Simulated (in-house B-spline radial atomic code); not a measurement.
The palladium ion Pd⁺: [Ar] 3d10 4s2 4p5 4d9 6g1 (an excited or competing configuration)

Method: Dirac-Hartree-Fock, average of configuration, Fermi nucleus of rms radius 4.5318 fm. Calculated with a B-spline radial code for spherical atoms.

Z_r = [3n² - l(l+1)]/(2<r>); Z_e = n√(-2ε); the last column is Slater's effective charge. Values are occupation-weighted means over j. An effective charge above Z reflects the relativistic contraction of the inner shells.

```
shell  electrons   ε (eV)  <r> (bohr)    Z_r    Z_e  Slater
   1s          2   -24522     0.03184  47.10  42.45   45.70
   2s          2  -3686.9      0.1377  43.56  32.92   41.85
   2p          6    -3304      0.1205  41.49  31.17   41.85
   3s          2  -723.04      0.3768  35.83  21.87   34.75
   3p          6  -593.42       0.377  33.16  19.81   34.75
   3d         10  -387.14      0.3565  29.45  16.00   24.85
   4s          2  -129.39      0.9472  25.34  12.34   18.60
   4p          5  -91.521       1.034  22.25  10.37   18.60
   4d          9  -33.258       1.348  15.58   6.25    8.20
   6g          1  -1.5119          22   2.00   2.00       -
```

The least bound orbital is 6g7/2 at -1.512 eV, and it is also the most diffuse (<r> = 22 bohr).

Spin-orbit splittings of the orbital energies (j = l + 1/2 above j = l - 1/2 when positive): 2p 160.3 eV, 3p 28.86 eV, 3d 5.679 eV, 4p 4.742 eV, 4d 0.5914 eV, 6g -4.53e-07 eV.

For the 1s electron the small component carries 2.84 % of the norm, the zero-frequency Breit interaction raises the level by 51.76 eV, self-energy by 28.84 eV, and vacuum polarisation lowers it by 3.56 eV.
